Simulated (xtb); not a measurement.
C3H8AlCl, SMILES CC[CH2][AlH][Cl]. All values are semi-empirical tight-binding results from xtb (GFN2-xTB unless named), good for trends rather than for accurate numbers. Geometry optimised at GFN2-xTB. The values are those of a single conformer.

For metal compounds this method's bond lengths and energies can be far off.

Computed properties:
```yaml
point_group_as_xtb_finds_it: Cs
orbital_gap: 4.32 eV
zero_point_energy: 62.1 kcal/mol
G − E(el) at 298.15 K (modified RRHO): 41.3 kcal/mol
```
